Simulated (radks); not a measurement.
Values are calculated unless marked as measured or tabulated.
The platinum anion Pt2-, [Hg], held by a Watson sphere: a shell of charge +2 at radius R that stands for the Madelung well of a crystal (potential energy -2/R inside, -2/r outside, in hartree with lengths in bohr). Code: a radial shooting solver on a logarithmic mesh with Libxc functionals. Model: scalar-relativistic Kohn-Sham, LDA (Slater exchange, VWN5 correlation), spin-polarised, spherical densities, point nucleus. Response by self-consistent Sternheimer equations with the Hartree and adiabatic LDA kernel, the relativistic mass of each level held fixed and spin-orbit coupling left out. The sphere does not respond.

R (bohr)  e(5p) (eV)  e(6s) (eV)  e(5d) (eV)  <r> 5d (bohr)  sum of <r^2> (bohr^2)  X-ray form factor at sin(theta)/lambda = 0.2 1/angstrom  alpha (bohr^3)
2.99         -54.684      -6.861      -5.654          1.830                  81.65                                                   66.165           56.82
3.55         -53.856      -6.024      -4.647          1.869                  86.85                                                   66.109           74.08
3.97         -53.309      -5.411      -4.005          1.891                  90.60                                                   66.101           90.28
4.28         -52.943      -4.989      -3.586          1.905                  93.32                                                   66.104           104.4
4.51         -52.690      -4.696      -3.302          1.914                  95.31                                                   66.109           116.2
5.43         -51.837      -3.693      -2.365          1.945                  103.3                                                   66.134           179.0
